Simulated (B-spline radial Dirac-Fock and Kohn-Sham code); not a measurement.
**The Zr-like isoelectronic sequence (40 electrons), Z = 40 to 48**

Method: multi-electron Dirac-Fock with separately optimised hole states, Breit and Lamb-shift corrections added in first order. Computed with a radial atomic solver. Binding energies in eV, tabulated ground configurations. No correlation.

```
 ion  configuration       1s  3d5/2     4s  4p3/2  outermost level  NIST ionisation energy
  Zr   [Kr] 4d2 5s2  18006.0  188.5  65.05  37.33        5.60 (5s)                6.634126
 Nb⁺       [Kr] 4d4  18998.2  216.9  75.89  46.71       12.46 (4d)                   14.32
Mo²⁺       [Kr] 4d4  20028.2  255.9  95.66  63.88       25.26 (4d)            27.13 ± 0.12
Tc³⁺       [Kr] 4d4  21089.9  298.8  118.1  83.53       40.61 (4d)                41 ± 1.7
Ru⁴⁺       [Kr] 4d4  22183.2  345.3  142.8  105.4       58.22 (4d)                59 ± 1.9
Rh⁵⁺       [Kr] 4d4        ?      ?      ?      ?                ?                       ?
Pd⁶⁺       [Kr] 4d4  24464.9  448.5  198.6  155.2       99.66 (4d)                 101 ± 2
Ag⁷⁺       [Kr] 4d4  25653.6  505.0  229.6  183.1       123.3 (4d)               125 ± 2.1
Cd⁸⁺       [Kr] 4d4  26874.4  564.7  262.6  212.8       148.9 (4d)               150 ± 2.2
```

Problem. Fill in the row of Rh⁵⁺.

Solution. 1s 23308.2, 3d5/2 395.2, 4s 169.6, 4p3/2 129.3, outermost 77.93 (4d), NIST 80 ± 2 eV.

NIST's values are for the lowest levels; a dash marks a value that is missing or belongs to another shell. Their kind here: measured, semi-empirical, theoretical. Where a p, d or f shell is open in either ion the computed value averages over both j values and all terms, while the table refers to the lowest levels; that difference holds spin-orbit splitting (largest in heavy or highly charged ions), term energies where several electrons share open shells, and correlation, and it can reach 10 % or more.
